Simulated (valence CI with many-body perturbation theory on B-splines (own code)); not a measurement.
# Zr²⁷⁺: electric-dipole lines

Method: configuration interaction combined with many-body perturbation theory (CI+MBPT): three valence electrons over a frozen Dirac-Fock core [Ne], a basis of 11 s, 11 p, 9 d, 7 f, 5 g, 2 h, 1 i functions for each j, with the one-electron correlation potential Σ1, the two-electron term Σ2, the three-electron term Σ3, Breit, model QED; selected CI, second order for the rest (own B-spline code, finite nucleus).

The last digits are not significant, and no measured levels were compared; by estimate large intervals hold to a few tenths of a per cent, small ones and those within an open d or f shell to about a per cent.

Lines 151 to 200 of 280 in falling wavelength, among levels below 305.01 eV, chosen from the strongest by gf and those to the six lowest levels. Wavelengths and rates use the calculated energies. Electric multipoles are in the length gauge, E1 and E2 with the static RPA response of the core. Weak lines are less certain than strong ones. Lines between different terms over intervals too small for the method are left out, as are lines whose strength nearly cancels. Where a level lies close to another of its J and parity, the split of strength between their lines is uncertain. The highest levels of a list are the least certain.

Names give the largest LS component (configuration and term), which can be under half, so a name can repeat, a term be missing and a line seem to break the LS rules; names also repeat where a configuration has a term twice. Letters in brackets count levels of one name in rising energy.

```
λ vac (Å)               Upper               Lower   A (s⁻¹)  log gf  Branch %
    115.5        3p²3d ⁴D_7/2      3s3p3d ⁴F°_7/2  8.76e+09   -0.85      13.2
    114.8      3s3p3d ⁴D°_5/2        3s3p² ²D_3/2  2.57e+08   -2.52       0.3
    114.6      3s3p3d ⁴F°_3/2        3s3p² ⁴P_1/2  9.60e+09   -1.12      34.7
    114.6    3p²3d ²F_7/2 [b]  3s3p3d ²F°_5/2 [a]  1.26e+10   -0.70       8.2
    114.5        3s²3d ²D_3/2       3s²3p ²P°_3/2  7.09e+10   -0.25      55.0
    114.5      3s3p3d ⁴P°_1/2        3s3p² ²D_3/2  1.06e+09   -2.38       1.4
    114.3        3p²3d ²S_1/2         3p³ ²P°_3/2  4.75e+10   -0.73      34.5
    114.2  3s3p3d ⁴P°_3/2 [a]        3s3p² ²D_3/2  2.47e+10   -0.71      28.6
    114.1    3p²3d ²P_3/2 [b]         3p³ ²P°_3/2  1.42e+10   -0.96      12.5
    113.5  3s3p3d ⁴P°_3/2 [b]        3s3p² ²D_3/2  4.77e+10   -0.43      51.6
    113.0    3p²3d ²D_5/2 [a]      3s3p3d ⁴F°_3/2  1.34e+10   -0.81      10.3
    112.9  3s3p3d ²P°_3/2 [a]        3s3p² ²S_1/2  7.65e+10   -0.23      50.6
    112.6    3p²3d ²D_5/2 [a]         3p³ ²D°_5/2  1.79e+10   -0.69      13.8
    112.6    3p²3d ²F_5/2 [b]      3s3p3d ⁴D°_3/2  1.25e+10   -0.85       7.8
    112.4        3s²3d ²D_5/2       3s²3p ²P°_3/2  8.85e+10    0.00     100.0
    112.2        3p²3d ²G_9/2      3s3p3d ⁴F°_7/2  4.53e+09   -1.07       9.1
    112.1      3s3p3d ⁴P°_5/2        3s3p² ⁴P_3/2  4.66e+10   -0.28      70.7
    111.9  3s3p3d ²D°_5/2 [b]        3s3p² ²P_3/2  9.37e+10    0.02      50.0
    111.9      3s3p3d ⁴D°_3/2        3s3p² ⁴P_3/2  7.99e+09   -1.22       8.9
    111.6      3s3p3d ⁴D°_1/2        3s3p² ⁴P_3/2  1.42e+09   -2.28       1.4
    111.4         3p³ ⁴S°_3/2        3s3p² ⁴P_1/2  7.22e+09   -1.27      12.8
    111.2        3s3d² ⁴F_9/2      3s3p3d ⁴F°_9/2  4.03e+10   -0.13      37.2
    111.0  3s3p3d ²P°_3/2 [b]        3s3p² ²S_1/2  1.40e+10   -0.99       6.9
    110.9  3s3p3d ²P°_3/2 [b]        3s3p² ²P_3/2  4.17e+10   -0.51      20.4
    110.3         3p³ ²P°_1/2        3s3p² ⁴P_3/2  2.14e+09   -2.11       2.9
    108.6      3s3p3d ²D°_3/2        3s3p² ²P_1/2  1.09e+11   -0.11      67.4
    108.6  3s3p3d ²F°_7/2 [a]        3s3p² ²D_5/2  4.07e+10   -0.24      67.0
    108.6        3s3d² ⁴F_3/2      3s3p3d ⁴D°_1/2  3.94e+10   -0.55      27.3
    108.3  3s3p3d ²D°_5/2 [a]        3s3p² ²D_3/2  2.28e+07   -3.62       0.0
    107.2         3p³ ²P°_3/2        3s3p² ⁴P_5/2  1.09e+09   -2.12       1.5
    107.0        3s3d² ⁴F_5/2      3s3p3d ⁴D°_3/2  3.65e+10   -0.42      27.2
    107.0    3p²3d ²P_1/2 [a]         3p³ ⁴S°_3/2  3.70e+10   -0.90      27.4
    107.0  3s3p3d ²F°_5/2 [a]        3s3p² ⁴P_5/2  4.12e+09   -1.37       6.8
    106.7        3p²3d ⁴D_5/2         3p³ ²D°_3/2  9.41e+09   -1.02      11.9
    105.2        3s3d² ⁴F_7/2      3s3p3d ⁴P°_5/2  2.56e+10   -0.47      21.1
    105.1    3p²3d ²P_3/2 [b]         3p³ ²P°_1/2  2.08e+10   -0.86      18.3
    104.4    3p²3d ²P_1/2 [b]         3p³ ⁴S°_3/2  3.04e+10   -1.00      31.8
    104.3      3s3p3d ⁴D°_7/2        3s3p² ⁴P_5/2  7.56e+10   -0.01      89.6
    104.3      3s3p3d ⁴D°_5/2        3s3p² ⁴P_5/2  6.28e+10   -0.21      67.4
    103.8  3s3p3d ⁴P°_3/2 [a]        3s3p² ⁴P_5/2  1.52e+10   -1.01      17.7
    103.3        3s3p² ²P_3/2       3s²3p ²P°_1/2  6.96e+10   -0.35      53.5
    103.2  3s3p3d ⁴P°_3/2 [b]        3s3p² ⁴P_5/2  5.83e+09   -1.43       6.3
    103.2        3s3p² ²S_1/2       3s²3p ²P°_1/2  5.21e+09   -1.78       7.1
    102.9    3p²3d ⁴P_3/2 [b]         3p³ ⁴S°_3/2  2.99e+10   -0.72      19.9
    102.5    3p²3d ²D_5/2 [a]         3p³ ²D°_3/2  2.95e+10   -0.55      22.7
    102.3        3s3d² ⁴F_7/2      3s3p3d ⁴F°_7/2  4.99e+10   -0.20      41.2
    101.9    3p²3d ²F_5/2 [b]         3p³ ⁴S°_3/2  4.11e+10   -0.42      25.9
    101.9    3p²3d ⁴P_3/2 [a]         3p³ ²D°_3/2  8.47e+10   -0.28      59.2
    101.8         3p³ ²P°_3/2        3s3p² ⁴P_3/2  3.30e+10   -0.69      45.8
    101.8    3p²3d ²D_5/2 [b]         3p³ ²D°_5/2  1.25e+10   -0.93       9.3
```

(1) How does gf follow from A for the line at 114.8 Å?

Answers

(1) gf = 1.4992 × (2J+1)_upper × A / σ², with σ = 870767 cm⁻¹ and 2J+1 = 6: gf = 0.00305.
